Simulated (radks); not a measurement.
Results of a calculation; reference values are marked as such.
Spherical quantum dot in the effective-mass picture: electrons in a hard-walled sphere of radius 4.32, all in effective atomic units (hartree* = m*/eps^2 hartree, bohr* = eps/m* bohr), one dielectric constant everywhere. Level of theory: non-relativistic Kohn-Sham, LDA (Slater exchange, Perdew-Wang correlation), spin-polarised, spherical densities (a radial shooting solver with Libxc functionals). Levels are named by radial order and angular momentum (1s, 1p, 1d, 2s, ...), and open shells are averaged over m. Each electron was tried in the lowest free levels, single moves between levels near the top were tried too, and the lowest total energy was kept; such a search can miss a lower state. At N = 1 the Hartree and exchange-correlation terms need not cancel, so that row can carry a self-interaction error.

N        open shells  2S  E (hartree*)  mu = E(N) - E(N-1) (hartree*)  addition energy mu(N+1) - mu(N) (hartree*)  e(HOMO) (hartree*)  rms radius (bohr*)
1   1s(up 1, down 0)   1      0.273080                        0.27308                                      0.3562             0.41506               2.323
2               none   0      0.902332                        0.62925                                      0.5241             0.77499               2.437
3   1p(up 1, down 0)   1       2.05570                         1.1534                                      0.2857              1.2946               2.593
4   1p(up 2, down 0)   2       3.49474                         1.4390                                      0.2915              1.5843               2.681
5   1p(up 3, down 0)   3       5.22523                         1.7305                                      0.3643              1.8769               2.743
6   1p(up 3, down 1)   2       7.32006                         2.0948                                      0.2797              2.2336               2.793
7   1p(up 3, down 2)   1       9.69459                         2.3745                                      0.2841              2.5162               2.833
8               none   0       12.3532                         2.6587                                      0.5593              2.8014               2.867
9   1d(up 1, down 0)   1       15.5712                         3.2179                                      0.2769              3.3562               2.908
10  1d(up 2, down 0)   2       19.0660                         3.4948                                      0.2780              3.6337               2.942
11  1d(up 3, down 0)   3       22.8388                         3.7728                                      0.2785              3.9120               2.971
12  1d(up 4, down 0)   4       26.8902                         4.0513                                      0.2787              4.1907               2.997
13  1d(up 5, down 0)   5       31.2202                         4.3301                                      0.3488              4.4695               3.020
14  1d(up 5, down 1)   4       35.8991                         4.6789                                      0.2726              4.8149               3.041
15  1d(up 5, down 2)   3       40.8505                         4.9514                                      0.2736              5.0881               3.059
16  1d(up 5, down 3)   2       46.0755                         5.2251                                      0.2743              5.3621               3.077
17  1d(up 5, down 4)   1       51.5749                         5.4993                                      0.2746              5.6366               3.092
18              none   0       57.3488                         5.7739                                      0.6052              5.9113               3.107
19  1f(up 1, down 0)   1       63.7280                         6.3792                                      0.2703              6.5143               3.124
20  1f(up 2, down 0)   2       70.3774                         6.6494                                      0.2705              6.7847               3.139
21  1f(up 3, down 0)   3       77.2974                         6.9199                                      0.2707              7.0553               3.153
22  1f(up 4, down 0)   4       84.4880                         7.1906                                      0.2707              7.3260               3.167
23  1f(up 5, down 0)   5       91.9494                         7.4614                                      0.2708              7.5967               3.179
24  1f(up 6, down 0)   6       99.6815                         7.7321                                      0.2708              7.8675               3.191
25  1f(up 7, down 0)   7       107.684                         8.0029                                      0.3384              8.1383               3.202
26  1f(up 7, down 1)   6       116.026                         8.3413                                      0.2674              8.4749               3.212
27  1f(up 7, down 2)   5       124.634                         8.6087                                      0.2677              8.7424               3.222
28  1f(up 7, down 3)   4       133.511                         8.8763                                      0.2679              9.0102               3.231
29  1f(up 7, down 4)   3       142.655                         9.1442                                           -              9.2782               3.240

All shells are closed at N = 2, 8, 18 (there: 1s2 1p6 1d10); the second difference of the energy has clear peaks (12 % above both neighbours; the first and last values, which can be the largest, are not judged, and half-filled shells can peak too) at N = 2, 5, 8, 13, 18, 25.
